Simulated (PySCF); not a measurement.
Ba⁵⁴⁺: ionisation energy

Ba⁵⁴⁺ 1s2 (1S) → Ba⁵⁵⁺ 1s1 (2S), as a difference of total energies. All numbers are calculated (PySCF 2.14, scalar relativity by spin-free X2C-1e, in an even-tempered Gaussian basis (17 s from 120 bohr⁻², ratio 2.2; 7 p from 190 bohr⁻², ratio 2.4; 4 d from 560 bohr⁻², ratio 2.4; 3 f from 840 bohr⁻², ratio 2.4; 3 g from 1300 bohr⁻², ratio 2.4)). Correlated levels: nothing frozen; virtual orbitals above 40 to 60 times the deepest correlated orbital energy dropped. The calculations carry no spin-orbit coupling.

| method | ionisation energy (eV) |
| --- | --- |
| UHF | 43564.2 |
| LDA | 43500.0 |
| PBE | 43561.8 |
| PBE0 | 43562.6 |
| r2SCAN | 43568.8 |
| PW91 | 43564.0 |
| BP86 | 43572.6 |
| MP2 (all electrons) | 43565.8 |
| SCS-MP2 (all electrons) | 43566.2 |

For this ion Breit and QED terms and the two-electron picture change, all absent here, outweigh the differences among the correlated methods.

For comparison: 43485.4 eV (theoretical estimate listed by NIST; NIST Atomic Spectra Database, ionization energies).
